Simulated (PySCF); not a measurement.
## A series of derivatives of C#CCC(C)C#C

Parent skeleton `[CH:1]#[C:2][CH2:3][CH:4]([CH3:5])[C:6]#[CH:7]`; one hydrogen on atom 4 is replaced by X. Hydrogens on one atom are averaged.

[PySCF: GFN2-xTB geometry; GIAO PBE0/pcSseg-1 shieldings; fast rotation and ring inversion assumed for equivalent nuclei; single conformer; gas phase; relativity neglected]

References, each an isolated molecule treated in the same way: 13C and 1H against TMS.

**Question.** Give δ (ppm) for X = SSiH3, N(SiH3)2, F.

**Answer.** 
```
       X                            SMILES    C1    C2    C3    C4    C5    C6    C7  H(C1)  H(C3)
   SSiH3          C#CC[C@@](C)(C#C)S[SiH3]  78.9  85.5  36.6  45.4  32.1  90.4  81.1   1.58   2.80
N(SiH3)2  C#CC[C@@](C)(C#C)N([SiH3])[SiH3]  78.8  86.4  37.7  54.4  30.8  91.8  84.2   1.57   2.69
       F                C#CC[C@@](C)(F)C#C  78.8  84.6  35.0  90.8  29.4  87.9  83.8   1.49   2.88
```

**Question.** Which position responds most, and to which substituents?

**Answer.** C4: from 45.4 ppm with SSiH3 to 90.8 ppm with F.
